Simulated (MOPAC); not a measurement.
A run for MOPAC: PM6 on ZrAs, 2S+1 = 2, a spin state set in the input, which need not be the lowest, a point of a bond scan (R = 2.422 Å).

```
PM6 1SCF PRECISE CHARGE=0 UHF MS=0.5 THREADS=1
AsZr

Zr     0.00000000 1     0.00000000 1     0.00000000 1
As     0.00000000 1     0.00000000 1     2.42187600 1
```

The log:

```
*******************************************************************************
 **                                                                           **
 **                              MOPAC v23.2.5                                **
 **                                                                           **
 *******************************************************************************
 ** MOPAC's Digital Object Identifier: https://doi.org/10.5281/zenodo.6511958 **
 **                                                                           **
 ** Please cite the open-source release paper for use of this MOPAC version:  **
 ** J. E. Moussa and J. J. P. Stewart (2026)                                  **
 ** MOPAC: An open-source semiempirical molecular orbital program             **
 ** J. Open Source Softw., 11(119), 8025, https://doi.org/10.21105/joss.08025 **
 *******************************************************************************

                              PM6 CALCULATION RESULTS

 *******************************************************************************
 *  PM6        - The PM6 Hamiltonian to be used
 *  UHF        - UNRESTRICTED HARTREE-FOCK CALCULATION
 *
 *
 *
 *                 CHARGE ON SYSTEM = 0
 *
 *
 *
 *  MS=        - IN MECI, MAGNETIC COMPONENT OF SPIN =  0.5
 *  PRECISE    - TIGHTER CRITERIA TO BE USED
 *  1SCF       - DO 1 SCF AND THEN STOP
 *  THREADS=1  - MULTI-THREADING NOT USED
 *  T=         - A TIME OF 172800.0 SECONDS REQUESTED
 *  DUMP=N     - RESTART FILE WRITTEN EVERY 7200.0 SECONDS REQUESTED
 *******************************************************************************
PM6 1SCF PRECISE CHARGE=0 UHF MS=0.5 THREADS=1
 AsZr

   ATOM   CHEMICAL          X               Y               Z
  NUMBER   SYMBOL      (ANGSTROMS)     (ANGSTROMS)     (ANGSTROMS)

     1      Zr          0.00000000  *   0.00000000  *   0.00000000  *
     2      As          0.00000000  *   0.00000000  *   2.42187600  *



          CARTESIAN COORDINATES

    NO.       ATOM           X           Y           Z

     1        Zr          0.0000      0.0000      0.0000
     2        As          0.0000      0.0000      2.4219

 General Reference for PM6:
 "Optimization of Parameters for Semiempirical Methods V: Modification of NDDO Approximations
 and Application to 70 Elements", J. J. P. Stewart, J. Mol. Mod., 13, 1173-1213 (2007)
 URL: https://link.springer.com/article/10.1007/s00894-007-0233-4

           Empirical Formula: Zr As  =     2 atoms



      MOLECULAR POINT GROUP   :   C*v


          UHF CALCULATION, NO. OF ALPHA ELECTRONS =    5
                           NO. OF BETA  ELECTRONS =    4

 -------------------------------------------------------------------------------
 PM6 1SCF PRECISE CHARGE=0 UHF MS=0.5 THREADS=1
 AsZr



     1SCF WAS SPECIFIED, SO BFGS WAS NOT USED
     SCF FIELD WAS ACHIEVED


                              PM6 CALCULATION
                                                       MOPAC v23.2.5 Linux




          FINAL HEAT OF FORMATION =        129.85248 KCAL/MOL =     543.30278 KJ/MOL


          COSMO AREA              =        150.41 SQUARE ANGSTROMS
          COSMO VOLUME            =        168.82 CUBIC ANGSTROMS

          IONIZATION POTENTIAL    =          6.116198 EV
          ALPHA SOMO LUMO (EV)    =         -6.116 -0.474
          BETA  SOMO LUMO (EV)    =         -6.171 -0.749
          NO. OF ALPHA ELECTRONS  =          5
          NO. OF BETA  ELECTRONS  =          4
          MOLECULAR WEIGHT        =        166.1416         POINT GROUP:  C*v

          MOLECULAR DIMENSIONS (Angstroms)

            Atom       Atom       Distance
           As     2   Zr     1     2.42188
           As     2   Zr     1     0.00000
           Zr     1   As     2     0.00000


          SCF CALCULATIONS        =          1





   ATOM   CHEMICAL          X               Y               Z
  NUMBER   SYMBOL      (ANGSTROMS)     (ANGSTROMS)     (ANGSTROMS)

     1      Zr          0.00000000  *   0.00000000  *   0.00000000  *
     2      As          0.00000000  *   0.00000000  *   2.42187600  *

                             CARTESIAN COORDINATES

   1   Zr        0.000000000     0.000000000     0.000000000
   2   As        0.000000000     0.000000000     2.421876000


           Empirical Formula: Zr As  =     2 atoms



      MOLECULAR POINT GROUP   :   C*v


          ALPHA EIGENVALUES
 -13.91904  -8.23389  -7.69441  -7.69441  -6.11620  -0.47357  -0.45710  -0.45710
  -0.33675  -0.33675   1.98126   1.98126   3.86256  54.98525  55.09687  55.09688
  55.51633  55.51633


           BETA EIGENVALUES
 -13.56598  -7.30815  -7.30815  -6.17057  -0.74871  -0.51189  -0.51189  -0.45827
  -0.45827  -0.32706   2.26421   2.26421   4.68153  56.52983  56.52983  57.84190
  57.84190  58.32654


              NET ATOMIC CHARGES AND DIPOLE CONTRIBUTIONS

  ATOM NO.   TYPE          CHARGE      No. of ELECS.   s-Pop       p-Pop       d-Pop
    1         Zr          -0.189426        4.1894     1.92980     0.63875     1.62088
    2         As           0.189426        4.8106     1.68864     3.11915     0.00279
 DIPOLE           X         Y         Z       TOTAL
 POINT-CHG.     0.000     0.000     2.204     2.204
 HYBRID         0.000    -0.000    -6.160     6.160
 SUM            0.000    -0.000    -3.956     3.956


          ATOMIC ORBITAL ELECTRON POPULATIONS

     Atom    s        px        py        pz      x^2-y^2     xz        z^2       yz        xy
    1 Zr   1.92980   0.15352   0.15352   0.33171   0.00000   0.69722   0.22643   0.69722   0.00000
    2 As   1.68864   1.14918   1.14918   0.82080   0.00000   0.00008   0.00263   0.00008   0.00000


                    (SZ)    =    0.500000
                    (S**2)  =    0.790321


          ATOMIC ORBITAL SPIN POPULATIONS

    Atom   Total    s     px     py     pz   x^2-y^2  xz     z^2    yz     xy
         Atomic
    1 Zr -0.0341  0.043  0.011  0.011  0.082  0.000 -0.116  0.051 -0.116  0.000
    2 As  1.0341  0.097  0.105  0.105  0.727 -0.000  0.000  0.000  0.000 -0.000

 **********************
 *                    *
 * JOB ENDED NORMALLY *
 *                    *
 **********************




 == MOPAC DONE ==
```

The run finished.

Cost: about 0.07 core-seconds (a rough figure).
